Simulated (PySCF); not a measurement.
# Molecular orbitals of CaB⁺

B97-3 at R = 2.459 Å; PySCF, spin-free X2C with a Gaussian nucleus, basis sets Ca x2c-SVPall, B x2c-SVPall. State: ³Π (triplet), unpaired electrons σ ↑, π ↑. Only the outer orbitals are listed, counted within each symmetry.

```json
{"spin": "α", "orbital": "5σ", "occ.": "1", "ε (eV)": "-56.91", "on Ca (%)": "100", "main shells (%)": "100 Ca s"}
{"spin": "α", "orbital": "2π", "occ.": "1", "ε (eV)": "-36.36", "on Ca (%)": "100", "main shells (%)": "100 Ca p"}
{"spin": "α", "orbital": "2π", "occ.": "1", "ε (eV)": "-36.31", "on Ca (%)": "100", "main shells (%)": "100 Ca p"}
{"spin": "α", "orbital": "6σ", "occ.": "1", "ε (eV)": "-36.18", "on Ca (%)": "99", "main shells (%)": "99 Ca p"}
{"spin": "α", "orbital": "7σ", "occ.": "1", "ε (eV)": "-15.43", "on Ca (%)": "20", "main shells (%)": "80 B s"}
{"spin": "α", "orbital": "8σ", "occ.": "1", "ε (eV)": "-9.86", "on Ca (%)": "29", "main shells (%)": "62 B p, 20 Ca s, 9 Ca d"}
{"spin": "α", "orbital": "3π", "occ.": "1", "ε (eV)": "-9.36", "on Ca (%)": "30", "main shells (%)": "70 B p, 24 Ca d"}
{"spin": "α", "orbital": "3π", "occ.": "0", "ε (eV)": "-6.97", "on Ca (%)": "41", "main shells (%)": "58 B p, 35 Ca d"}
{"spin": "α", "orbital": "9σ", "occ.": "0", "ε (eV)": "-6.34", "on Ca (%)": "98", "main shells (%)": "81 Ca s, 13 Ca d"}
{"spin": "α", "orbital": "10σ", "occ.": "0", "ε (eV)": "-5.34", "on Ca (%)": "93", "main shells (%)": "78 Ca d, 14 Ca p"}
{"spin": "β", "orbital": "5σ", "occ.": "1", "ε (eV)": "-56.71", "on Ca (%)": "100", "main shells (%)": "100 Ca s"}
{"spin": "β", "orbital": "2π", "occ.": "1", "ε (eV)": "-36.27", "on Ca (%)": "100", "main shells (%)": "100 Ca p"}
{"spin": "β", "orbital": "2π", "occ.": "1", "ε (eV)": "-36.08", "on Ca (%)": "100", "main shells (%)": "100 Ca p"}
{"spin": "β", "orbital": "6σ", "occ.": "1", "ε (eV)": "-35.88", "on Ca (%)": "100", "main shells (%)": "100 Ca p"}
{"spin": "β", "orbital": "7σ", "occ.": "1", "ε (eV)": "-13.52", "on Ca (%)": "25", "main shells (%)": "71 B s, 11 Ca s"}
{"spin": "β", "orbital": "8σ", "occ.": "0", "ε (eV)": "-6.97", "on Ca (%)": "90", "main shells (%)": "87 Ca s"}
{"spin": "β", "orbital": "3π", "occ.": "0", "ε (eV)": "-6.57", "on Ca (%)": "52", "main shells (%)": "48 B p, 42 Ca d, 10 Ca p"}
{"spin": "β", "orbital": "3π", "occ.": "0", "ε (eV)": "-6.21", "on Ca (%)": "60", "main shells (%)": "47 Ca d, 39 B p, 13 Ca p"}
```

Problem. Which are the highest filled and the lowest empty level, where do they sit, and how wide is the gap?

Solution. Highest filled α 3π at -9.36 eV (in %: 70 B p, 24 Ca d); lowest empty α 3π at -6.97 eV (in %: 58 B p, 35 Ca d); the gap at B97-3 is 2.39 eV. Both belong to one degenerate shell, split only by its one-sided filling, so this is no excitation gap.

- bond order (Mayer): 1.33
- ⟨S²⟩: 2.003
- charge on Ca (Mulliken, basis-dependent): 0.98
- charge on Ca (Löwdin, basis-dependent): 0.99
- dipole moment (positive dipole points towards B; it is taken about the centre of mass and depends on that origin): -6.35 D

The state is the lowest determinant that a PBE0 search found; another state may lie lower at other levels.
